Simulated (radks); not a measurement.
Values are calculated unless marked as measured or tabulated.
The strontium ion Sr37+, 1s1. Level of theory: non-relativistic Kohn-Sham, exchange-only LDA, spin-polarised, spherical densities, point nucleus (a radial shooting solver on a logarithmic mesh with Libxc functionals). Every spin shell is full or empty, so the densities are truly spherical. Functionals are evaluated on that one density, not self-consistently. Rank these orbital-free kinetic functionals by their error against the exact value of the orbitals, and give that value: Thomas-Fermi, TF + vW/9, TF + vW/5, LC94, APBEK, revAPBEK, Perdew 92, Pearson, LKT, PG1, DePristo-Kress.

Answer. Exact: 720.312 hartree. From best to worst, with 100 (|E| - |E exact|)/|E exact| (equal figures are ties): APBEK +2.20, Pearson -2.22, LC94 +2.36, TF + vW/9 +2.88, Perdew 92 +2.90, DePristo-Kress +3.09, revAPBEK +3.10, Thomas-Fermi -8.23, TF + vW/5 +11.77, PG1 +55.49, LKT +62.79.
